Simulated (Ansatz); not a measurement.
What each rung costs, and what it gives

Saddle point of CH$_{7}$BrSi, singlet (SiH₃Br ([SiH3][Br]) + CH₄ → CH₆Si ([CH3][SiH3]) + HBr; bonds formed: Si1–C7, Br2–H6; bonds broken: Si1–Br2, H6–C7), PBE0-D4/def2-TZVP structure:

```
atom    x (Å)    y (Å)    z (Å)
 Si1  -1.0161   0.2220  -0.2540
 Br2  -0.0431  -2.0632  -1.4842
  H3  -1.1092   0.6666  -1.6521
  H4  -1.1702   1.4647   0.5676
  H5  -1.9241  -0.7609   0.3547
  H6   0.5453  -0.6662  -0.2525
  C7   0.9759   0.1886   0.5296
  H8   1.2131   1.1850   0.1615
  H9   1.8847  -0.4225   0.4633
 H10   0.6438   0.1860   1.5661
```

Barriers are electronic and count from the start structure reached by relaxing down the imaginary mode.

Ansatz 0.2.0; basis: as named in each row; cores frozen in the correlated methods. Filled d shells of the heavier atoms are correlated. The def2 sets are not built for correlating such inner shells, so the correlated values are less sure here. B3LYP uses VWN-RPA correlation. Extrapolation: Hartree–Fock as exp(−7.88 √X), correlation as X^−2.97.

Times are rough, for one single point on 4 threads of a shared host (Arm Neoverse V2).

The estimate by CCSD(T) at an estimated basis limit (MP2 extrapolated from triple and quadruple zeta, plus CCSD(T) − MP2 in triple zeta) is 263.7 kJ/mol.

```json
{"method": "HF", "basis": "STO-3G", "time (s)": "under 1", "barrier (kJ/mol)": "563.9", "method less estimate": "300.3"}
{"method": "PBE-D4", "basis": "STO-3G", "time (s)": "under 1", "barrier (kJ/mol)": "410.5", "method less estimate": "146.8"}
{"method": "SPW92", "basis": "def2-SVP", "time (s)": "under 1", "barrier (kJ/mol)": "201.7", "method less estimate": "-62.0"}
{"method": "B3LYP-D4", "basis": "6-31G", "time (s)": "under 1", "barrier (kJ/mol)": "268.6", "method less estimate": "5.0"}
{"method": "PBE-D4", "basis": "def2-SVP", "time (s)": "under 1", "barrier (kJ/mol)": "234.2", "method less estimate": "-29.4"}
{"method": "PBE0-D4", "basis": "def2-SVP", "time (s)": "under 1", "barrier (kJ/mol)": "249.7", "method less estimate": "-14.0"}
{"method": "SPW92", "basis": "def2-TZVPP", "time (s)": "under 1", "barrier (kJ/mol)": "194.8", "method less estimate": "-68.9"}
{"method": "PBE-D4", "basis": "def2-TZVPP", "time (s)": "2", "barrier (kJ/mol)": "228.2", "method less estimate": "-35.4"}
{"method": "BLYP-D4", "basis": "def2-TZVPP", "time (s)": "2", "barrier (kJ/mol)": "247.6", "method less estimate": "-16.1"}
{"method": "B3LYP-D4", "basis": "def2-TZVPP", "time (s)": "2", "barrier (kJ/mol)": "258.1", "method less estimate": "-5.5"}
{"method": "BHLYP-D4", "basis": "def2-TZVPP", "time (s)": "2", "barrier (kJ/mol)": "275.1", "method less estimate": "11.5"}
{"method": "CAM-B3LYP-D4", "basis": "def2-TZVPP", "time (s)": "2", "barrier (kJ/mol)": "264.8", "method less estimate": "1.1"}
{"method": "PBE0-D4", "basis": "def2-TZVPP", "time (s)": "2", "barrier (kJ/mol)": "242.6", "method less estimate": "-21.1"}
{"method": "CCSD(T)", "basis": "def2-SVP", "time (s)": "3", "barrier (kJ/mol)": "294.6", "method less estimate": "30.9"}
{"method": "r2SCAN-D4", "basis": "def2-TZVPP", "time (s)": "4", "barrier (kJ/mol)": "241.7", "method less estimate": "-22.0"}
{"method": "r2SCAN0-D4", "basis": "def2-TZVPP", "time (s)": "4", "barrier (kJ/mol)": "250.5", "method less estimate": "-13.2"}
{"method": "wB97M-V", "basis": "def2-SVP", "time (s)": "4", "barrier (kJ/mol)": "263.3", "method less estimate": "-0.4"}
{"method": "RPA on PBE", "basis": "def2-TZVPP", "time (s)": "4", "barrier (kJ/mol)": "272.2", "method less estimate": "8.5"}
{"method": "B2PLYP", "basis": "def2-TZVPP", "time (s)": "4", "barrier (kJ/mol)": "267.6", "method less estimate": "4.0"}
{"method": "PBE-QIDH", "basis": "def2-TZVPP", "time (s)": "4", "barrier (kJ/mol)": "256.6", "method less estimate": "-7.1"}
{"method": "wB97X-V", "basis": "def2-TZVPP", "time (s)": "6", "barrier (kJ/mol)": "263.8", "method less estimate": "0.1"}
{"method": "wB97M-V", "basis": "def2-TZVPP", "time (s)": "6", "barrier (kJ/mol)": "257.1", "method less estimate": "-6.5"}
{"method": "B97M-V", "basis": "def2-TZVPP", "time (s)": "8", "barrier (kJ/mol)": "263.0", "method less estimate": "-0.7"}
{"method": "MP2", "basis": "def2-QZVPP", "time (s)": "17", "barrier (kJ/mol)": "259.6", "method less estimate": "-4.1"}
{"method": "CCSD(T)", "basis": "def2-TZVPP", "time (s)": "83", "barrier (kJ/mol)": "268.1", "method less estimate": "4.4"}
```

All methods are single points on the PBE0-D4 structures.

T1 diagnostic: at most 0.010.

Labels in which every atom is bracketed show which atoms are joined, not bond orders.
